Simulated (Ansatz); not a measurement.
Mulliken charges of `C=C(O)[SiH3]` from ωB97M-V/def2-TZVPP in Ansatz (PBE0-D4/def2-TZVP geometry).

```
atom   x (Å)   y (Å)   z (Å)  charge (e)
  C1  -0.939   1.131  -0.643      -0.242
  C2   0.002   0.195  -0.538       0.058
  O3   0.749  -0.124  -1.638      -0.268
 Si4   0.314  -0.688   1.087       0.129
  H5  -1.122   1.644  -1.582       0.098
  H6  -1.542   1.399   0.213       0.098
  H7   1.387  -0.809  -1.427       0.183
  H8   0.126  -2.154   0.906      -0.020
  H9  -0.617  -0.170   2.116      -0.016
 H10   1.726  -0.477   1.510      -0.019
```

Task: By hand: the dipole of these point charges (1 e Å = 4.8032 D).

Result: Σ q r = (0.034, -0.113, 0.228) e Å, of length 0.257 e Å = 1.23 D.

Task: How does the dipole of the full density compare? (Estimate.)

Result: The calculation gave: (0.108, -0.160, 0.158) e Å, 1.20 D; the point charges give 1.03 times that, at 26° from its direction.

Point charges leave out the atoms' own dipoles, such as those of lone pairs, and Mulliken's split depends on the basis, so the two needn't agree.
